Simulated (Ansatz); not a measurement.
Consider the substitution at a C–I bond: `FC(Cl)(Cl)I` + HBr → `FC(Cl)(Cl)Br` + HI.

Calculated with Ansatz (gas phase, PBE0-D4/def2-TZVP geometries, no zero-point term in ΔE). CCSD(T)/CBS adds triple-zeta CCSD(T) − MP2 to the extrapolated MP2 energy (def2 sets, frozen cores). DFT in def2-TZVPP. HSE06 is defined as in plane-wave codes. Elements past krypton have def2 core potentials. For Br, I outer-core shells are correlated without core-valence functions, which leaves a few kJ/mol of doubt a bond. Scalar relativity is left out up to krypton.

```csv
level,ΔE (kcal/mol)
B97M-V,0.9
BLYP,1.2
HSE06,0.6
RPA@PBE/def2-TZVPP,0.8
```

What does CCSD(T)/CBS give? (Estimate.)

The calculation gave: +2.3 kcal/mol. The listed levels differ from it by -1.4, -1.1, -1.7, -1.5 kcal/mol.

Largest T1 diagnostic among the species: 0.010.

From BLYP to BHLYP (50 % exact exchange), in def2-TZVPP and without D4, ΔE moves by −0.8 kcal/mol. At CCSD(T), def2-SVP lies −2.4 kcal/mol from the extrapolated value and def2-TZVPP −1.4 kcal/mol.
